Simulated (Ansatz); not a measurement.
A nudged elastic band was laid between two geometries of Cl2GeH2 + H2S (8 atoms, charge 0, multiplicity 1).

Theory: RKS B3LYP-D4/def2-SVP in Ansatz 0.2.0.

```yaml
movable_images: 2
climbing_image: no
spring: 5.0 eV/Å²
optimiser: quadratic models (default)
start_path: through a guess of the saddle point
force_threshold: 0.05 eV/Å
iteration_limit: 60
end_points: relaxed
```

Initial state:

```xyz
8
Properties=species:S:1:pos:R:3
Ge 0.398 0.010 -0.140
H 0.402 0.437 1.328
H 1.748 0.060 -0.867
Cl -0.973 1.284 -1.244
Cl -0.331 -2.033 -0.281
S -2.888 -0.041 1.892
H -2.963 0.616 0.712
H -2.595 -1.207 1.273
```

Final state:

```xyz
8
Properties=species:S:1:pos:R:3
Ge -0.601 -0.643 -0.438
H 0.125 1.586 2.573
H 0.741 -0.898 0.260
Cl -0.681 1.388 -1.187
Cl -0.778 -1.941 -2.164
S -2.262 -1.003 0.994
H -3.213 -0.573 0.132
H -0.534 1.211 2.503
```

(1) What changes between the two ends?

(2) What energy profile does the band end with?

(3) What is the geometry of the highest image?

The band took 19 iterations and roughly 5 core-minutes.

## Answers

(1) Bonds broken: Ge1–H2, S6–H8. Bonds formed: Ge1–S6, H2–H8. Cl2GeH2 + H2S becomes Cl2GeH2S + H2.

(2) It converged. The highest image is number 1 of 0 to 3, 8.7 kJ/mol above the first end and 18.9 kJ/mol above the last; the last end lies 10.2 kJ/mol below the first. No image climbed, so the highest image needn't sit at the top of the path. A band with more images between the same ends climbed to 2.27 eV, so this one has probably stepped over the top. So few images can step over the top or miss a turn of the path. The orbitals stay closed-shell, which can raise the energy where a bond breaks towards radicals; this wasn't checked here.

```csv
image,path coordinate (Å),energy (kJ/mol),Ge1–H2 (Å),S6–H8 (Å),Ge1–S6 (Å)
0,0.00,0.0,1.53,1.35,3.86
1,2.87,8.7,1.53,1.35,3.81
2,5.73,4.4,3.13,2.72,2.24
3,8.60,-10.2,3.82,3.19,2.22
```

(3) 
```xyz
8
Properties=species:S:1:pos:R:3
Ge 0.268 0.022 -0.341
H -0.026 0.182 1.153
H 1.738 -0.258 -0.674
Cl -0.339 1.798 -1.411
Cl -0.883 -1.664 -1.098
S -3.049 0.141 1.533
H -2.709 -1.029 0.942
H -2.201 -0.065 2.569
```

The run took 2.5 min on 2 threads of Intel(R) Xeon(R) Platinum 8259CL CPU @ 2.50GHz (Skylake/Cascade Lake) (shared host), peak memory 0.3 GiB.
